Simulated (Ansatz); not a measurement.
boron oxyfluoride (SMILES O=BF) moved off its minimum; all values from Ansatz (a first-principles code), cores frozen in correlated methods.
(charge 0, multiplicity 1)
```xyz
3

F     -0.07786     0.06745    -1.14200
B     -0.00574    -0.11076     0.00607
O     -0.08013    -0.01056     1.20449
```

Question: Give the forces (eV/Å), the total energy and the dipole at CCSD(T)/aug-cc-pVTZ.

Answer: 
| atom | Fx | Fy | Fz |
|---|---|---|---|
| F1 | -0.251 | 0.833 | -10.030 |
| B2 | -0.002 | -0.287 | 8.267 |
| O3 | 0.253 | -0.546 | 1.763 |
Energy -199.7333 hartree, dipole 2.70 D.
